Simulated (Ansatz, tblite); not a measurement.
Removing and adding an electron: Al(H2O)Cl3 (AlCl₃OH₂). The state is a singlet with charge 0. Geometry: PBE-D4/def2-SVP. Ansatz, gas phase; energy differences of separate SCF runs; the oxidised species was run as a doublet alone; the reduced species was run as a doublet alone.

Cartesian coordinates in Å:
```
Al -0.629 0.499 0.056
O 0.654 -1.011 0.106
H 1.442 -0.687 0.596
H 0.941 -1.166 -0.822
Cl -2.426 -0.194 0.918
Cl -0.569 0.737 -2.066
Cl 0.586 1.822 1.211
```

The xTB rows come from tblite.

| level | −HOMO (eV) | vertical IE (eV) | −LUMO (eV) | vertical EA (eV) | HOMO–LUMO gap (eV) | IE − EA (eV) | remarks |
| --- | --- | --- | --- | --- | --- | --- | --- |
| GFN1-xTB | 12.71 | 15.08 | 7.27 | 4.75 | 5.45 | 10.33 | – |
| GFN2-xTB | 11.42 | 14.10 | 5.03 | 2.30 | 6.39 | 11.80 | – |
| PBE-D4/def2-TZVP | 7.38 | 10.22 | 1.74 | – | 5.65 | – | – |
| PBE-D4/def2-TZVPD | 7.47 | – | 2.08 | 0.30 | 5.39 | – | HOMO above zero (-1 doublet) |
| r2SCAN-D4/def2-TZVP | 7.76 | 10.51 | 1.12 | – | 6.63 | – | – |
| r2SCAN-D4/def2-TZVPD | 7.81 | – | 1.46 | 0.14 | 6.35 | – | HOMO above zero (-1 doublet) |
| PBE0-D4/def2-TZVP | 8.80 | 10.80 | 0.84 | – | 7.96 | – | – |
| PBE0-D4/def2-TZVPD | 8.86 | – | 1.31 | 0.15 | 7.55 | – | HOMO above zero (-1 doublet) |

   A HOMO above zero means that the electron is unbound at that level or that self-interaction error raises the level; the energy of removing that electron tells which. Raw xTB energy differences between charge states are shifted by several eV; the methods need an empirical correction for them.
